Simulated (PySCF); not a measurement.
One formula, C4H9ClOSi, several structures.

PySCF, wB97X-D/def2-SVPD, density fitting, gas phase; each molecule at its own PBE0-D3(BJ)/def2-SVP geometry, one conformer. Singlet excitations by full TDDFT with frozen cores, triplets by Tamm–Dancoff TDDFT and ionisation energies by ΔSCF, from the lowest of the holes tried. 

Torsions of the conformers computed, which needn't be the lowest (atom-mapped SMILES):
- `[CH3:1][O:2][Si@@H:3]([Cl:4])[CH:5]1[CH2:6][CH2:7]1`: C1–O2–Si3–Cl4 54°, O2–Si3–C5–C6 161°
- `[CH2:1]=[CH:2][CH2:3][Si@@H:4]([OH:5])[CH2:6][Cl:7]`: C1–C2–C3–Si4 -110°, C2–C3–Si4–O5 -60°, C3–Si4–C6–Cl7 -166°, H–O5–Si4–C3 161°
- `[CH3:1][O:2][C@@H:3]1[CH2:4][C@H:5]1[SiH2:6][Cl:7]`: C1–O2–C3–C4 154°, C4–C5–Si6–Cl7 148°
- `[CH3:1][O:2][C@@H:3]1[CH2:4][C@@H:5]1[SiH2:6][Cl:7]`: C1–O2–C3–C4 -83°, C4–C5–Si6–Cl7 107°
- `[CH2:1]=[C:2]([CH3:3])[O:4][SiH2:5][CH2:6][Cl:7]`: C1–C2–O4–Si5 -1°, C2–O4–Si5–C6 -179°, O4–Si5–C6–Cl7 -179°

The conformers of `ClC[C@@H]1CC[SiH2]O1` and `Cl[C@H]1COCC[SiH2]1` aren't listed.

Reference: `CO[Si@@H](Cl)C1CC1`, with HOMO energy -10.19 eV, LUMO energy 2.19 eV, lowest singlet excitation 7.96 eV, lowest triplet excitation 7.68 eV, mean polarisability 87.6 au and vertical ionisation energy 10.34 eV.

Changes against it:

```tsv
molecule	Δ electronic energy (kcal/mol)	Δ HOMO energy (eV)	Δ LUMO energy (eV)	Δ lowest singlet excitation (eV)	Δ lowest triplet excitation (eV)	Δ mean polarisability (au)	Δ vertical ionisation energy (eV)
C=CC[Si@@H](O)CCl	+18.5	+1.04	-0.71	-1.39	-3.32	+4.6	-0.99
CO[C@@H]1C[C@H]1[SiH2]Cl	+34.8	+0.80	-0.49	-0.76	-0.70	+2.3	-0.79
CO[C@@H]1C[C@@H]1[SiH2]Cl	+34.5	+0.63	-0.12	-0.60	-0.51	+2.5	-0.62
C=C(C)O[SiH2]CCl	+29.5	+1.45	-0.53	-1.53	-3.24	+5.5	-1.42
```

Rows whose labels were lost:

```tsv
row	Δ electronic energy (kcal/mol)	Δ HOMO energy (eV)	Δ LUMO energy (eV)	Δ lowest singlet excitation (eV)	Δ lowest triplet excitation (eV)	Δ mean polarisability (au)	Δ vertical ionisation energy (eV)
P	+41.8	+0.62	-0.34	-1.21	-1.54	+1.9	-0.60
Q	+15.2	+0.18	-0.36	-0.77	-0.82	+0.3	-0.15
```

Task: Which row belongs to which of `ClC[C@@H]1CC[SiH2]O1` and `Cl[C@H]1COCC[SiH2]1`?

Result: P = `Cl[C@H]1COCC[SiH2]1` and Q = `ClC[C@@H]1CC[SiH2]O1`. P and Q are told apart most clearly by the electronic energy (+41.8 against +15.2 kcal/mol).

Task: Which row has the smallest HOMO–LUMO gap and which the largest, and does the HOMO or the LUMO shift more there?

Result: Smallest, counted from the reference: `C=C(C)O[SiH2]CCl`, -1.98 eV (HOMO +1.45, LUMO -0.53), the larger shift being that of the HOMO. Largest: Q, -0.54 eV (HOMO +0.18, LUMO -0.36), the larger shift being that of the LUMO. The gap of the reference itself lies above all of them.

Note: wB97X-D ran without an empirical dispersion term, which enters the total energy and its gradient alone.
